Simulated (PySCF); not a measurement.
Species: C2H6BFO.
Atom-mapped SMILES: `[CH3:1][O:2][CH2:3][BH:4][F:5]` (hydrogens: H6, H7, H8 on C1; H9, H10 on C3; H11 on B4)

A PySCF run (density fitting, gas phase, GFN2-xTB geometry) gave HOMO -7.48 eV, LUMO -0.62 eV, dipole 1.61 D.

Question: Which of these levels was it?
A. PBE0/pcSseg-1
B. HCTH407/pcseg-1
C. HCTH407/pcSseg-1

Answer: A. It is PBE0/pcSseg-1. All candidates on this geometry:

| level and settings | kind | basis functions | SCF cycles | E (Eh) | HOMO (eV) | LUMO (eV) | dipole (D) |
| --- | --- | --- | --- | --- | --- | --- | --- |
| HCTH407/pcSseg-1 | GGA | 115 | 15 | -279.6983 | -6.05 | -1.69 | 1.51 |
| HCTH407/pcseg-1, start guess sap | GGA | 100 | 16 | -279.6653 | -6.07 | -1.69 | 1.52 |
| PBE0/pcSseg-1 | global hybrid | 115 | 12 | -279.4279 | -7.48 | -0.62 | 1.61 |

The nearest other candidate, by the summed differences of HOMO and LUMO, is HCTH407/pcseg-1: its HOMO differs by +1.41 eV and its LUMO by -1.07 eV. Cycle counts include a coarse-grid stage where the run had one.

Shape of the structure used: `[CH3:1][O:2][CH2:3][BH:4][F:5]`: C1–O2–C3–B4 180°, O2–C3–B4–F5 180°.
